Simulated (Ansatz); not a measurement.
The cluster Re3, relaxed as a doublet with UKS PBE-D4/def2-TZVP in Ansatz, starting from the GFN2-xTB geometry. Force threshold 0.02 eV/Å.

In the def2 sets Re takes a core potential; there is no spin–orbit coupling. The charge 0 doublet is spin-contaminated (final ⟨S²⟩ up to 1.58, 0.75 for a pure state). The relaxation made no stability test and no search for a lower SCF solution. The order of the spin states hangs on the level: the quartet lies 0.12 eV below the doublet at PBE0-D4/def2-TZVP, but 0.13 eV above it at PBE-D4/def2-TZVP. The doublet is doubtful at PBE0-D4/def2-TZVP (⟨S²⟩ 2.40, where a pure state has 0.75). The quartet is doubtful at PBE0-D4/def2-TZVP (⟨S²⟩ 4.94, where a pure state has 3.75). The doublet is doubtful at PBE-D4/def2-TZVP (⟨S²⟩ 1.58, where a pure state has 0.75). The quartet is doubtful at PBE-D4/def2-TZVP (⟨S²⟩ 4.27, where a pure state has 3.75). The structure comes from a short search, and lower isomers may exist.

Start:

```xyz
3

Re   -1.105   -0.956    0.137
Re    1.286   -0.500   -0.163
Re   -0.180    1.456    0.027
```

Q: Estimate the energy that the relaxation releases and the steps that it takes.

A: 105.5 kJ/mol, in 12 steps; 36 s on 4 threads of Arm Neoverse V2 on a shared host. No frequencies were taken in this run, so the end may be a saddle point.

Q: Does the start keep its bonding and symmetry?

A: By distances, no bond broke or formed. The bond that changes most is Re1–Re3, from 2.59 to 2.32 Å (atoms count from 1). Point group C2v at the start, C2v at the end, both within 0.05 Å.

Q: Predict the relaxed structure.

A: 
```xyz
3

Re   -0.975   -0.842    0.121
Re    1.182   -0.504   -0.150
Re   -0.207    1.346    0.030
```
Bond lengths (bridged metal pairs left out): 3 × Re–Re 2.20 to 2.32 Å.
